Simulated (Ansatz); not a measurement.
Task: Predict a relaxed structure of `FC(F)(F)c1ccc(-c2ccc(-c3ccc(C(F)(F)F)o3)o2)o1`, charge 0, singlet, at r2SCAN-D4/def2-SVP (Ansatz).

Result: 
```xyz
29

F     2.208    3.839    2.743
C     3.211    2.947    2.676
F     4.066    3.204    3.677
F     3.849    3.167    1.514
C     2.722    1.548    2.789
C     2.983    0.546    3.687
C     2.208   -0.568    3.261
C     1.529   -0.157    2.128
C     0.605   -0.822    1.258
C     0.078   -2.101    1.254
C    -0.789   -2.174    0.136
C    -0.737   -0.935   -0.473
C    -1.377   -0.386   -1.629
C    -1.324    0.852   -2.237
C    -2.196    0.777   -3.361
C    -2.711   -0.493   -3.353
C    -3.669   -1.195   -4.245
F    -3.125   -2.287   -4.809
F    -4.765   -1.608   -3.584
F    -4.059   -0.369   -5.226
O    -2.223   -1.208   -2.308
O     0.108   -0.114    0.207
O     1.844    1.135    1.843
H     3.650    0.608    4.544
H     2.153   -1.551    3.724
H     0.295   -2.887    1.975
H    -1.385   -3.023   -0.195
H    -0.728    1.700   -1.907
H    -2.420    1.556   -4.087
```
Point group Cs (tolerance 0.1 Å). This is one stationary point.
